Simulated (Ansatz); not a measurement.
Ti₂H, relaxed as a quartet with UKS B3LYP-D4/def2-TZVP in Ansatz, starting from the B3LYP-D4/def2-TZVP geometry of the neutral doublet. Force threshold 0.02 eV/Å.

The charge 0 quartet is spin-contaminated (final ⟨S²⟩ up to 4.82, 3.75 for a pure state). At B3LYP-D4/def2-TZVP a doublet of charge 0 lies 0.24 eV below the quartet, each at its own geometry. The structure comes from a short search, and lower isomers may exist.

Start:

```xyz
3

Ti   -2.164    1.006   -0.140
Ti    0.256   -0.119    0.020
H     1.908   -0.887    0.120
```

Task: Estimate the energy that the relaxation releases and the steps that it takes.

Result: 1.4 kcal/mol, in 8 steps; 4.9 min on 4 threads of Arm Neoverse V2 on a shared host. No frequencies were taken in this run, so the end may be a saddle point.

Task: Does the start keep its bonding and symmetry?

Result: By distances, no bond broke or formed. The bond that changes most is Ti1–Ti2, from 2.67 to 2.62 Å (atoms count from 1). Point group C∞v at the start, Cs at the end, both within 0.05 Å.

Task: Predict the relaxed structure.

Result: 
Cartesian coordinates in Å:
```
Ti -2.0389 0.9291 -0.3089
Ti 0.2594 -0.0760 0.4359
H 1.7795 -0.8531 -0.1271
```
Bond lengths (bridged metal pairs left out): 1 × Ti–Ti 2.62 Å; 1 × H–Ti 1.80 Å.
